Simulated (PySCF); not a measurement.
## A small calculation by hand: entropy of an ideal gas

SnH3Br, SMILES [Br][SnH3].

The structure is a stationary point at B3LYP-D3(BJ)/def2-TZVP. The def2 effective core potentials stand for the cores of Sn; spin–orbit coupling is left out.

B3LYP-D3(BJ)/def2-TZVP run with PySCF gives the harmonic wavenumbers 248, 467, 467, 688, 702, 702, 1941, 1952, 1952 cm⁻¹ and the rotational temperatures 2.9985, 0.0780, 0.0780 K. The molar mass is 201.64 g/mol, the symmetry number 3, the spin multiplicity 1.

Task: Work out the entropy at 298.15 K and 1 atm in the rigid-rotor, harmonic-oscillator model.

Result: 
Translation (Sackur–Tetrode at 1 atm): S = R[1.5 ln M + 2.5 ln T − 1.16487] = 174.9 J/(mol K).
Rotation: q = (√π/σ) T^1.5/√(θA θB θC) = 22500, S = R[ln q + 3/2] = 95.8 J/(mol K).
Vibration: with u = 1.4388 ν/T, each mode gives R[u/(e^u − 1) − ln(1 − e^−u)]:
```
ν (cm⁻¹)  modes     u  S (J/(mol K))
--------  -----  ----  -------------
248           1  1.20           7.30
467           2  2.25           6.24
688           1  3.32           1.34
702           2  3.39           2.54
1941          1  9.37           0.01
1952          2  9.42           0.01
```
These are all the modes. Sum 17.4 J/(mol K).
Spin: R ln 1 = 0.0 J/(mol K).
Total 288.2 J/(mol K); the program's own thermochemistry gives 288.2. Translation makes up 61 % and vibration 6 %. Anharmonicity, hindered rotation and orbital degeneracy are left out.
